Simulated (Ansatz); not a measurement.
Gas-phase electronic energies from Ansatz, PBE0-D4/def2-TZVP geometries. CCSD(T)/CBS is the MP2 limit (def2-TZVPP, def2-QZVPP) plus CCSD(T) − MP2 in def2-TZVPP, frozen cores. This one scheme is used for every species. Functionals use def2-TZVPP. B3LYP here is the variant with VWN-RPA as its local correlation; programs differ in this. HSE06 is defined as in plane-wave codes. Each species was taken in one conformer, which may not be the lowest.

Reaction (formal exchange of groups at the Si–C bond): `C#C[SiH](F)CF` + `[AlH3]` → `FC[SiH](F)[AlH2]` + `C#C`

```csv
level,ΔE (kcal/mol),difference from CCSD(T)/CBS
LDA (SPW92),9.0,-3.4
revPBE-D4,9.8,-2.6
r2SCAN0-D4,12.4,0.0
BHLYP-D4,13.4,1.0
PBE-QIDH,12.4,0.0
PBE,8.6,-3.8
revPBE,8.5,-3.9
PBE0,9.8,-2.6
B3LYP,11.9,-0.5
r2SCANh,12.2,-0.2
HSE06,9.8,-2.6
BHLYP,13.5,1.1
RPA@PBE/def2-TZVPP,13.4,1.0
HF/def2-SVP,16.0,3.6
MP2/def2-SVP,16.4,4.0
HF/def2-QZVPP,15.2,2.8
CCSD(T)/CBS,12.4,0
```

Largest T1 diagnostic among the species: 0.013.

From PBE to PBE0 (25 % exact exchange), in def2-TZVPP and without D4, ΔE moves by +1.2 kcal/mol. Leaving LDA and LC-ωPBE aside and taking each functional with its dispersion term where it has one, the values, not all of them listed here, spread over 6.8 kcal/mol, from PBE-D4 to B97M-V. At CCSD(T), def2-SVP lies +1.8 kcal/mol from the extrapolated value and def2-TZVPP +0.5 kcal/mol.
